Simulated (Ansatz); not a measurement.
A calculation with Ansatz (development build ahead of 0.2.0).

```yaml
crystal:
  periodic: [false, false, false]
  atoms:
    - { symbol: Cr, position_ang: [0.0, 0.0, -0.06116] }
    - { symbol: H, position_ang: [0.0, 0.0, 1.46783] }
basis:
  gaussian: { orbitals: cc-pVTZ }
magnetization:
  spin_polarized: true
  initial_magnetization: 5
hamiltonian:
  xc: hf
correlation:
  method: mp2
  frozen_orbitals: { Cr: 5, H: 0 }
```

The input is written out in the form of the current development build from the run's settings.

Results

* Converged: yes
* Reference energy: -1043.88708 hartree
* Correlation energy: -0.44356 hartree
* Total energy: -1044.33064 hartree
* Spin squared of the determinant: 8.795
